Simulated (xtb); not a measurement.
Species: H8N4Si, SMILES `N[Si](N)(N)N` (charge 0, multiplicity 1).

Problem. Give a relaxed geometry from GFN2-xTB (xtb).

Solution. This is not unique; one that fits is the end point of this relaxation, one of several conformers (outside a Z-matrix the atoms follow the SMILES, hydrogens last).
Z-matrix (Å, degrees):
```
Si
N 1 1.7352
H 2 1.0069 1 116.45
H 2 1.0072 3 108.97 1 -134.10
N 1 1.7352 2 102.66 3 44.01
H 5 1.0069 1 116.45 2 44.01
H 5 1.0072 6 108.97 1 -134.10
N 1 1.7352 2 112.98 3 166.01
H 8 1.0069 1 116.45 2 77.99
H 8 1.0072 9 108.97 1 134.10
N 1 1.7352 2 112.98 3 -77.99
H 11 1.0069 1 116.45 2 -166.01
H 11 1.0072 12 108.97 1 134.10
```
